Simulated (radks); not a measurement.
Results of a calculation; reference values are marked as such.
Q: Spherical quantum dot in the effective-mass picture: electrons in a hard-walled sphere of radius 9.24, with a point charge +1 (a donor) at the centre, all in effective atomic units (hartree* = m*/eps^2 hartree, bohr* = eps/m* bohr), one dielectric constant everywhere. Level of theory: non-relativistic Kohn-Sham, LDA (Slater exchange, Perdew-Wang correlation), spin-polarised, spherical densities (a radial shooting solver with Libxc functionals). Levels are named by radial order and angular momentum (1s, 1p, 1d, 2s, ...), and open shells are averaged over m. At N = 17 the configuration is 1s2 1p6 1d(up 5, down 3) 2s(up 1, down 0). Does electron 18 go into 1f down or 1d down or 1f up?

A: Into 1d down. The total energies of the other choices lie higher by 0.0559 hartree* (1f up), 0.0654 hartree* (1f down).
